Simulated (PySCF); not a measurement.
Geometry (Å), atoms numbered from 1 in this order:
```xyz
21

C    -3.5603   -0.3403    0.2613
C    -2.3018    0.2672   -0.3363
C    -1.0196   -0.3829    0.1656
C     0.2410    0.2217   -0.4312
C     1.5100   -0.4330    0.0668
O     2.6107    0.1750   -0.5398
C     3.8310   -0.3581   -0.1406
H    -3.6353   -1.4145    0.0269
H    -3.5684   -0.2437    1.3590
H    -4.4695    0.1474   -0.1217
H    -2.3374    0.1910   -1.4373
H    -2.2686    1.3486   -0.1148
H    -0.9815   -0.3061    1.2679
H    -1.0513   -1.4656   -0.0559
H     0.2189    0.1423   -1.5314
H     0.2929    1.2999   -0.2030
H     1.5766   -0.3466    1.1734
H     1.4922   -1.5218   -0.1584
H     3.9181   -1.4355   -0.3891
H     4.6289    0.1848   -0.6669
H     3.9969   -0.2518    0.9509
```

Geometry: PBE0-D3(BJ)/def2-SVP; GIAO absolute shieldings from PySCF, gas phase, non-relativistic, averaged over equivalent atoms.

At KT2/pcSseg-1 (189 basis functions, 43 s wall time on 1 thread of an Arm Neoverse V1, shared host):
```csv
atoms,σ (ppm)
C5,105.8
C7,123.1
C4,148.1
C3,151.2
C2,154.7
C1,166.1
O6,294.9
H19/H20/H21,27.79
H17/H18,28.03
H15/H16,29.67
H11/H12,29.88
H8/H9/H10,30.17
H13/H14,30.18
```

Predict the values at PBE0/6-311+G(2d,p) on the same geometry.

Answers


| atoms | σ at PBE0/6-311+G(2d,p) | change |
| --- | --- | --- |
| C5 | 111.8 | +6.0 |
| C7 | 128.5 | +5.4 |
| C4 | 152.5 | +4.4 |
| C3 | 155.5 | +4.3 |
| C2 | 159.6 | +4.9 |
| C1 | 170.7 | +4.6 |
| O6 | 305.2 | +10.3 |
| H19/H20/H21 | 28.22 | +0.43 |
| H17/H18 | 28.37 | +0.34 |
| H15/H16 | 29.97 | +0.30 |
| H11/H12 | 30.20 | +0.32 |
| H8/H9/H10 | 30.59 | +0.42 |
| H13/H14 | 30.45 | +0.27 |

The largest change is at O6 (ether oxygen). Cost: 273 basis functions, 33 s wall time on 1 thread of an x86-64 server CPU, shared host. The order of the carbon signals is the same at both levels.
